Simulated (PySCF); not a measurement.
Series SiXY, Y = chloro, computed as singlets and as triplets. Gas-phase values, no solvent. One relaxed conformer stands for each flexible species; it need not be the lowest. Strings in code marks are SMILES.

The HOMO from two functionals at the same geometries (PBE0-D3(BJ)/def2-TZVP), both in PySCF: PBE-D3(BJ)/def2-TZVP and PBE0-D3(BJ)/def2-TZVP. 

```tsv
species	PBE-D3(BJ)/def2-TZVP (eV)	PBE0-D3(BJ)/def2-TZVP (eV)
X = chloro, multiplicity 1 (`Cl[Si]Cl` (lower singlet))	-6.63	-7.74
X = cyano, multiplicity 1 (`Cl[Si]C#N` (lower singlet))	-6.97	-8.14
X = ethynyl, multiplicity 1 (`C#C[Si]Cl` (lower singlet))	-6.15	-7.26
X = mercapto, multiplicity 1 (`S[Si]Cl` (lower singlet; H–S–Si–Cl torsion 0°))	-6.26	-7.34
X = isocyano, multiplicity 1 (`[C-]#[N+][Si]Cl` (lower singlet))	-6.97	-8.12
X = H, multiplicity 1 (`[SiH]Cl` (lower singlet))	-5.88	-6.99
```

Over these rows, drawn at random from the members with no instability flagged (it was tested for open shells, ions and some series alone), PBE minus PBE0-D3(BJ): mean +1.12 eV, from +1.08 eV to +1.17 eV.
